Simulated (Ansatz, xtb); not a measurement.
# Two isomers of C3H11GaOSi

We compare X, `CO[CH2][Ga]([CH3])[SiH3]`, a singlet, with Y, `CO[C@@H]([SiH3])[GaH][CH3]`, a singlet. Both are isolated molecules in the gas phase, relaxed with PBE0-D3(BJ)/def2-SVP; the shapes shown needn't be the lowest conformers.

X (Å):

```xyz
17

C     0.7912    2.4781   -1.2590
C    -0.9040    1.3050   -0.1801
C     0.8927   -1.2414   -1.6129
Ga   -0.1177   -0.5342   -0.0749
O    -0.5186    2.0227   -1.3254
Si   -0.4921   -1.8860    1.9029
H     0.9424    3.1920   -0.4235
H     1.5145    1.6448   -1.1212
H     1.0296    2.9882   -2.2032
H    -1.9997    1.1712   -0.2327
H    -0.7215    1.8904    0.7460
H     0.8024   -0.5827   -2.4892
H     0.5494   -2.2521   -1.8834
H     1.9608   -1.3248   -1.3499
H    -1.7274   -1.4903    2.6549
H     0.6617   -1.7222    2.8504
H    -0.6008   -3.3500    1.5991
```

Y (Å):

```xyz
17

C    -0.4466    1.4188    2.0229
C     0.8153   -0.3985    1.1878
C     0.3350   -0.4850   -2.1792
Ga    1.3501   -1.0740   -0.6099
O    -0.2993    0.4627    1.0179
Si    0.4440   -1.8572    2.3467
H    -0.5604    0.9631    3.0255
H    -1.3505    2.0041    1.8005
H     0.4193    2.1104    2.0609
H     1.6967    0.1503    1.5888
H     1.7185   -2.5703    2.6702
H    -0.2119   -1.4367    3.6251
H    -0.4784   -2.8256    1.6721
H     2.5601   -2.0830   -0.6881
H    -0.3749    0.3065   -1.9009
H     1.0034   -0.1192   -2.9743
H    -0.2308   -1.3342   -2.5970
```

Which of the two would you expect CCSD(T)/def2-SVP + ΔMP2/def2-TZVPP electronic energies to favour?

Structure X; the calculation gives E(Y) − E(X) = +25.2 kJ/mol.

The same difference at several levels:

```tsv
level	geometry	E(Y) − E(X) (kJ/mol)	departure from the last row (kJ/mol)	job, with rough time for the two
PBE0-D3(BJ)/def2-SVP	PBE0-D3(BJ)/def2-SVP	+32.1	+6.9	optimisation, 2.7 min
HF/def2-SVP	PBE0-D3(BJ)/def2-SVP	+21.9	−3.3	part of the CCSD(T) run
MP2/def2-SVP	PBE0-D3(BJ)/def2-SVP	+19.5	−5.7	part of the CCSD(T) run
CCSD(T)/def2-SVP	PBE0-D3(BJ)/def2-SVP	+24.2	−1.0	single point
CCSD(T)/def2-SVP + ΔMP2/def2-TZVPP	PBE0-D3(BJ)/def2-SVP	+25.2		single point, 89 s
```

As drawn, Y has 1 C–Si, 1 Ga–H in place of 1 Ga–Si, 1 C–H.

The levels shown agree on the order. The largest departure from CCSD(T)/def2-SVP + ΔMP2/def2-TZVPP is that of PBE0-D3(BJ)/def2-SVP, 6.9 kJ/mol. No reliable frequencies are at hand for Y, so it isn't confirmed as a minimum. Levels run at GFN2-xTB geometries aren't shown. The last row adds to CCSD(T) the change of the MP2 difference between the two basis sets, here +1.0 kJ/mol.

The correlated steps freeze 18 core orbitals; the filled d shell of Ga is correlated, in a basis made for valence electrons. Run with Ansatz 0.2.0, xtb 6.7.1; the last row on 2 threads of AMD EPYC 9R45 96-Core Processor (Zen 5) on a shared host.
